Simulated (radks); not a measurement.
Problem. The ytterbium ion Yb2+, 68 electrons, occupied as [Xe] 4f13 6f1 (not the ground configuration). Calculated with a radial shooting solver on a logarithmic mesh with Libxc functionals: scalar-relativistic Kohn-Sham, PBE, spin-polarised, spherical densities, point nucleus; open shells are filled with parallel spins first (spin-orbit coupling, left out, can overturn this in heavy ions). Some entries of the table are withheld. Estimate them.

orbital,occ.,eigenvalue (eV),r(max) (bohr),<r^2> (bohr^2)
1s down,1,-61275.65,0.01237,0.0005297
1s up,1,-61275.65,0.01237,0.0005297
2s up,1,-10406.70,0.07057,0.008209
2s down,1,-10406.69,0.07057,0.008209
2p up,3,-9174.418,0.05756,0.006715
2p down,3,-9174.410,0.05756,0.006714
3s up,1,-2369.843,0.1994,0.05368
3s down,1,-2369.370,0.1994,0.05367
3p up,3,-1998.457,0.1966,0.05421
3p down,3,-1997.983,0.1966,0.05419
3d up,5,-1546.555,0.1603,0.04511
3d down,5,-1546.194,0.1603,0.04509
4s up,1,-491.1785,0.4550,0.2684
4s down,1,-490.2231,0.4550,0.2684
4p up,3,-369.1880,0.4761,0.3049
4p down,3,-368.2519,0.4761,0.3050
4d up,5,-208.6827,0.4906,0.3622
4d down,5,-207.7659,0.4906,0.3625
5s up,1,-82.4016,1.061,(1)
5s down,1,-81.9725,1.063,(2)
5p up,3,-53.6954,1.210,2.190
5p down,3,-53.3678,1.213,2.196
4f up,7,-32.8162,0.4803,0.6981
4f down,6,-31.9894,0.4807,0.7075
6f up,1,-4.4896,10.46,107.5

Solution. 
(1) 5s up <r^2> (bohr^2): 1.579
(2) 5s down <r^2> (bohr^2): 1.584
